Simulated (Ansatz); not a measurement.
```yaml
crystal:
  periodic: [false, false, false]
  atoms:
    - {symbol: Mo, position_ang: [0.000026, -0.000011, -0.000026]}
    - {symbol: Br, position_ang: [0.010160, -0.015560, 2.394266]}
    - {symbol: Br, position_ang: [2.254061, 0.010396, -0.807644]}
    - {symbol: Br, position_ang: [-1.136567, 1.957516, -0.780576]}
    - {symbol: Br, position_ang: [-1.127689, -1.952351, -0.806030]}
basis:
  gaussian: {orbitals: def2-mTZVPP}
total_charge: -1
magnetization: {spin_polarized: true, initial_magnetization: 1}
hamiltonian: {xc: {name: wB97}}
scf: {omitted_lower_state_checks: [starts]}
```

```sh
$ ansatz run in.yaml --threads 4 --pin off --events-out ev --progress --plain --max-ram 4787MiB
```

Output, abridged:

```
Functional definition: wB97
1759 factors; their error is unknown
509 factors; integrals over basis functions are off by at most 1.2e-5 eV
mean field evaluation 1: about -282063.2548 eV, gradient 1.6e1 eV
mean field evaluation 2: about -282063.3052 eV, gradient 1.6e1 eV
mean field evaluation 4: about -282064.3347 eV, gradient 1.0e0 eV
mean field evaluation 8: about -282064.2559 eV, gradient 4.8e-2 eV
mean field evaluation 16: about -282064.2560 eV, gradient 8.1e-4 eV
mean field evaluation 32: about -282064.3080 eV, gradient 2.9e-5 eV
mean field -282064.30804991 eV, -10365.6721307794 hartree, gradient 7.9e-6 eV, S^2 1.190549; 0 other end points of the search recorded, 0 dependent functions left out
reference -282064.30803797 eV, -10365.6721303404 hartree; 78, 77 occupied and 99, 100 virtual orbitals, 1759 factors
Total energy: -282064.30803797 eV, -10365.6721303404 hartree
Checks for a lower state left out: starts
```

It took 92 s on 4 threads of Arm Neoverse V1 on a shared host, peak host memory 1.5 GiB.

In the def2 sets Mo takes a core potential; there is no spin–orbit coupling. The highest occupied level of an anion often lies above zero with these methods, and sets without diffuse functions describe the outer electron poorly. The charge -1 doublet is spin-contaminated (final ⟨S²⟩ up to 1.19, 0.75 for a pure state).
